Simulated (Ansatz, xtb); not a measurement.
# Ranking isomers of CH5SSn−

3 gas-phase structures of CH5SSn−, found in a search over its isomers (lower ones may exist). Each was relaxed with GFN2-xTB; where two conformers were screened, the lower at r2SCAN-D4/def2-SVPD is listed:

A. `C[S][SnH2-]`, a singlet
B. `[CH3][SnH-][SH]`, a singlet
C. `[CH3][SnH2][S-]`, a singlet

Problem. Make a reasoned guess at their ranking by r2SCAN-D4/def2-SVPD single-point energy.

Solution. Calculated order at r2SCAN-D4/def2-SVPD: B (0.0), C (15.0), A (35.2) kJ/mol.

Energies above the lowest of each column, in kJ/mol; the last columns are at B3LYP-D3(BJ)/def2-SVPD geometries (a dash: not run or not comparable):

```csv
structure,GFN2-xTB,HF/STO-3G,r2SCAN-D4/def2-SVPD,B3LYP-D3(BJ)/def2-SVPD,CCSD(T)/def2-SVPD + ΔMP2/def2-TZVPPD
B,19.4,0.0,0.0,0.0,0.0
C,109.4,18.6,15.0,26.7,13.6
A,0.0,51.0,35.2,37.4,–
```

CCSD(T)/def2-SVPD + ΔMP2/def2-TZVPPD puts B lowest of those it was run on; GFN2-xTB picks A. Flexible structures stand in one conformer each, not always the lowest. Frequencies (B3LYP-D3(BJ)/def2-SVPD) were run for B, C alone. Atoms past krypton carry core potentials in the def2 sets, without spin–orbit terms. ΔMP2 is the change of the MP2 energy from the smaller to the larger basis.

Programs: Ansatz 0.2.0, xtb 6.7.1.
